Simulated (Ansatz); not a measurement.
input.yaml

```yaml
crystal:
  periodic: [false, false, false]
  atoms:
    - { symbol: Al, position_ang: [-1.518619, 1.366301, -0.540366] }
    - { symbol: Al, position_ang: [0.246073, -0.318229, 0.110844] }
    - { symbol: C, position_ang: [1.45627, -1.642982, 0.58883] }
    - { symbol: "N", position_ang: [2.063891, -0.534939, 0.465419] }
    - { symbol: H, position_ang: [-1.849405, 1.590496, -2.063764] }
    - { symbol: H, position_ang: [-2.301205, 2.150137, 0.579461] }
    - { symbol: H, position_ang: [1.902995, -2.610783, 0.859576] }
basis:
  gaussian: { orbitals: def2-SVP }
hamiltonian:
  xc: { name: BHLYP }
  dispersion: d4
neb:
  order_check: false
  images: 5
  f_tol: 0.03
  max_iterations: 60
  final_atoms:
    - { symbol: Al, position_ang: [-1.45285653, 1.43352366, -0.54562471] }
    - { symbol: Al, position_ang: [0.3352132, -0.22687989, 0.10398032] }
    - { symbol: C, position_ang: [1.72977411, -1.35818568, 0.57636773] }
    - { symbol: "N", position_ang: [0.64448609, -2.01605331, 0.5282883] }
    - { symbol: H, position_ang: [-1.77096417, 1.68230471, -2.06808752] }
    - { symbol: H, position_ang: [-2.21097506, 2.23703399, 0.5769025] }
    - { symbol: H, position_ang: [2.72532236, -1.75174248, 0.82817338] }
  initial_path:
    images:
      - { positions_ang: [[-1.518619, 1.366301, -0.540366], [0.246073, -0.318229, 0.110844], [1.45627, -1.642982, 0.58883], [2.063891, -0.534939, 0.465419], [-1.849405, 1.590496, -2.063764], [-2.301205, 2.150137, 0.579461], [1.902995, -2.610783, 0.859576]] }
      - { positions_ang: [[-1.49266874, 1.36587035, -0.55612404], [0.17427971, -0.38547462, 0.1234287], [1.56134908, -1.51350166, 0.57211933], [1.63637219, -1.05317079, 0.54607492], [-1.85283048, 1.65657276, -2.05645433], [-2.22553964, 2.20366189, 0.5508648], [2.19903788, -2.27395693, 0.82009062]] }
      - { positions_ang: [[-1.46671849, 1.36543969, -0.57188209], [0.10248643, -0.45272024, 0.1360134], [1.66642816, -1.38402132, 0.55540867], [1.20885337, -1.57140259, 0.62673084], [-1.85625596, 1.72264951, -2.04914465], [-2.14987428, 2.25718678, 0.52226859], [2.49508077, -1.93713085, 0.78060524]] }
      - { positions_ang: [[-1.44076823, 1.36500904, -0.58764013], [0.03069314, -0.51996585, 0.1485981], [1.77150724, -1.25454097, 0.538698], [0.78133456, -2.08963438, 0.70738676], [-1.85968143, 1.78872627, -2.04183498], [-2.07420892, 2.31071168, 0.49367239], [2.79112365, -1.60030478, 0.74111986]] }
      - { positions_ang: [[-1.44479766, 1.38784725, -0.57363499], [0.13219983, -0.42227053, 0.13372551], [1.75759619, -1.28908921, 0.55125458], [0.7357184, -2.06510736, 0.64768728], [-1.83010901, 1.75325242, -2.05058583], [-2.11979763, 2.28615245, 0.52141576], [2.76918989, -1.65078401, 0.7701377]] }
      - { positions_ang: [[-1.4488271, 1.41068545, -0.55962985], [0.23370651, -0.32457521, 0.11885292], [1.74368515, -1.32363745, 0.56381116], [0.69010225, -2.04058033, 0.58798779], [-1.80053659, 1.71777857, -2.05933667], [-2.16538635, 2.26159322, 0.54915913], [2.74725612, -1.70126325, 0.79915554]] }
      - { positions_ang: [[-1.45285653, 1.43352366, -0.54562471], [0.3352132, -0.22687989, 0.10398032], [1.72977411, -1.35818568, 0.57636773], [0.64448609, -2.01605331, 0.5282883], [-1.77096417, 1.68230471, -2.06808752], [-2.21097506, 2.23703399, 0.5769025], [2.72532236, -1.75174248, 0.82817338]] }
```

Command:

```bash
$ ansatz run input.yaml --threads 1 --pin off --max-ram 2048MiB --backend cpu --events-out ev --progress --plain --runs-dir out
```

Hardware: 1 thread of Arm Neoverse V1, with other jobs on the host.

Q: Roughly how long does this run take, and how much memory?

A: 5.3 min, with a peak of 0.15 GiB, for 21 band iterations.
